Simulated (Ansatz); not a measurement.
`C[N](C)[Hf]1234([OH])([N](C)C)[C@@H]5[C@H]1[C@H]2[C@@]3(C)[C@@H]54`. Charge 0, multiplicity 1. Hf: def2 effective core potential. Geometry: relaxed with PBE0-D4/def2-TZVP. It is one conformer, not always the lowest.

```xyz
34

C     1.069   -1.285   -2.556
N     1.109   -1.381   -1.122
C     1.619   -2.651   -0.677
Hf    0.261   -0.077    0.222
O     1.562   -0.066    1.691
N     0.401    1.714   -0.767
C     1.790    2.037   -1.022
C    -0.463    2.766   -1.218
C    -1.900   -1.335    0.058
C    -2.234    0.014   -0.161
C    -2.031    0.716    1.053
C    -1.572   -0.192    2.026
C    -1.275    0.108    3.457
C    -1.473   -1.458    1.399
H     2.067   -1.426   -2.999
H     0.411   -2.047   -3.007
H     0.703   -0.304   -2.866
H     2.640   -2.830   -1.047
H     0.998   -3.497   -1.020
H     1.665   -2.695    0.416
H     1.664    0.058    2.631
H     2.096    2.964   -0.515
H     1.986    2.166   -2.098
H     2.458    1.242   -0.670
H    -1.510    2.529   -1.024
H    -0.357    2.941   -2.300
H    -0.238    3.723   -0.720
H    -1.934   -2.129   -0.674
H    -2.579    0.438   -1.093
H    -2.190    1.774    1.208
H    -2.170   -0.022    4.074
H    -0.932    1.136    3.589
H    -0.509   -0.563    3.852
H    -1.133   -2.368    1.876
```

Q: What is the dipole moment at ωB97M-V/def2-TZVPP? (Best estimate.)

A: The calculation gave: 1.50 D, with components (-0.95, 0.17, 1.15) D in this frame, pointing from negative to positive charge.

Q: And with PBE, r2SCAN, B3LYP? (An estimate is asked.)

A: Computed: PBE 1.19 D, r2SCAN 1.27 D, B3LYP 1.34 D.

Q: Give the Mulliken charges with ωB97M-V, r2SCAN, B3LYP in def2-TZVPP. (Estimate.)

A: Ansatz gave: 
| atom | ωB97M-V | r2SCAN | B3LYP |
| --- | --- | --- | --- |
| C1 | -0.22 | -0.02 | -0.16 |
| N2 | -0.28 | -0.30 | -0.28 |
| C3 | -0.23 | -0.03 | -0.16 |
| Hf4 | 0.60 | 0.64 | 0.72 |
| O5 | -0.37 | -0.45 | -0.43 |
| N6 | -0.27 | -0.29 | -0.27 |
| C7 | -0.24 | -0.04 | -0.16 |
| C8 | -0.23 | -0.04 | -0.16 |
| C9 | -0.15 | -0.12 | -0.16 |
| C10 | -0.18 | -0.12 | -0.17 |
| C11 | -0.16 | -0.18 | -0.19 |
| C12 | -0.03 | 0.07 | 0.03 |
| C13 | -0.35 | -0.21 | -0.30 |
| C14 | -0.15 | -0.16 | -0.19 |
| H15 | 0.11 | 0.04 | 0.08 |
| H16 | 0.10 | 0.03 | 0.07 |
| H17 | 0.09 | 0.04 | 0.08 |
| H18 | 0.11 | 0.04 | 0.08 |
| H19 | 0.10 | 0.03 | 0.07 |
| H20 | 0.10 | 0.04 | 0.07 |
| H21 | 0.14 | 0.17 | 0.16 |
| H22 | 0.11 | 0.04 | 0.08 |
| H23 | 0.11 | 0.04 | 0.08 |
| H24 | 0.12 | 0.06 | 0.09 |
| H25 | 0.08 | 0.03 | 0.07 |
| H26 | 0.11 | 0.04 | 0.08 |
| H27 | 0.11 | 0.04 | 0.08 |
| H28 | 0.13 | 0.11 | 0.14 |
| H29 | 0.13 | 0.11 | 0.13 |
| H30 | 0.13 | 0.10 | 0.13 |
| H31 | 0.13 | 0.07 | 0.11 |
| H32 | 0.12 | 0.06 | 0.09 |
| H33 | 0.10 | 0.05 | 0.08 |
| H34 | 0.13 | 0.11 | 0.14 |

B3LYP here is the variant with VWN-RPA as its local correlation; programs differ in this.
